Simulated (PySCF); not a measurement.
## Shapes and spin states of Zr(OH)₂

All numbers come from PySCF, PBE0, basis Zr def2-TZVP with ECP28, O def2-TZVP, H def2-TZVP (scalar-relativistic core potentials, no spin–orbit coupling, density fitting).

Relaxations began from a few typed shapes and spin states; open shells are unrestricted. The search is not exhaustive: other isomers or separated fragments can lie lower, and high-lying points may rest on an excited occupation.

```
                                                 spin  group                                bonds                             angles  imaginary modes (cm⁻¹)  ΔE (kJ/mol)  ΔE with ZPE (kJ/mol)
                                              triplet    C2v  O–H 0.953 Å (×2), Zr–O 1.937 Å (×2)  H–O–Zr 163.0° (×2), O–Zr–O 149.5°                    none          0.0                   0.0
                                              triplet    D∞h  O–H 0.953 Å (×2), Zr–O 1.946 Å (×2)  H–O–Zr 180.0° (×2), O–Zr–O 180.0°                67i, 67i          2.8                     –
                   broken-symmetry Ms = 0 (⟨S²⟩ 0.81)    C2v  O–H 0.954 Å (×2), Zr–O 1.915 Å (×2)  H–O–Zr 157.1° (×2), O–Zr–O 136.2°                    none          5.5                   5.4
                   broken-symmetry Ms = 0 (⟨S²⟩ 0.83)    C2v  O–H 0.954 Å (×2), Zr–O 1.920 Å (×2)  H–O–Zr 156.9° (×2), O–Zr–O 142.0°                    none          7.1                   7.7
singlet (closed shell, unstable to spin polarisation)    C2v  O–H 0.955 Å (×2), Zr–O 1.886 Å (×2)  H–O–Zr 154.4° (×2), O–Zr–O 121.9°                    none         30.0                  30.2
singlet (closed shell, unstable to spin polarisation)    D∞h  O–H 0.954 Å (×2), Zr–O 1.914 Å (×2)  H–O–Zr 180.0° (×2), O–Zr–O 180.0°              120i, 120i         56.4                     –
```

The lowest minimum found is the triplet C2v: O–H 0.953 Å (×2), Zr–O 1.937 Å (×2); H–O–Zr 163.0° (×2), O–Zr–O 149.5°.

For the lowest minimum: with open d or f shells other occupations or spin states may lie lower.

The electron or spin density has lower symmetry than the nuclear frame for the broken-symmetry Ms = 0 (⟨S²⟩ 0.81) C2v at 5.5 kJ/mol.
